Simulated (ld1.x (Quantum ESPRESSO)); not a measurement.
# Ranking RRKJ potentials for lutetium

All share these settings but for the change named:

ld1.x (Quantum ESPRESSO) 7.5 input, shortened:

```
&input
   title='Lu', zed=71., rel=1, dft='PBE', iswitch=3,
   config='[Xe] 4f14 5d1 6s2 6p0'
 /
 &inputp
   pseudotype=2, tm=.false., lloc=0,
   nlcc=.true.
 /
4
6P  2  1   0.00   0.00  4.20  4.20  0.0
5D  3  2   1.00   0.00  2.15  2.15  0.0
4F  4  3  14.00   0.00  1.15  1.15  0.0
6S  1  0   2.00   0.00  3.15  3.15  0.0
 &test
   configts(1)='4f14 5d1 6s2 6p0'
 /
```

Cutoff: the first of the cutoffs (Ry, on a coarse ladder) from which the occupation-weighted sum of valence levels, in a spherical-Bessel basis at the reference potential, stays within 10 and 1 mRy of its value at 400 Ry; the density cutoff is not measured.

The base gives 230 Ry.

Of 6 variants that were run, those that failed, showed a ghost or another fault, or gave nearly equal values are left out.

**Question.** Rank these variants from softest to hardest (loose cutoff).
A. wave 4f (bound): rc 1.15 bohr becomes 4f (bound): rc 1.66 bohr
B. wave 4f (bound): rc 1.15 bohr becomes 4f (bound): rc 1.48 bohr
C. wave 4f (bound): rc 1.15 bohr becomes 4f (bound): rc 1.10 bohr

**Answer.** A (120 Ry), B (160 Ry), C (260 Ry).
